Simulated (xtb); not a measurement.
xtb input:

```bash
xtb mol.xyz --gfn 2 --sp --chrg 1 --uhf 0
```
mol.xyz:
```
4

Cl    -0.04437157    -1.69641557     0.34948186
Si    -0.52029828     0.06651973    -0.60843415
Cl     0.47564959     1.64401686     0.26999675
H     -0.04755029    -0.04049805    -2.01305818
```

Q: Predict the final energy.

A: -10.92578 Eh (GFN2-xTB).

This state (charge 1, singlet) is run at the relaxed geometry of the species with charge 0 and multiplicity 2.
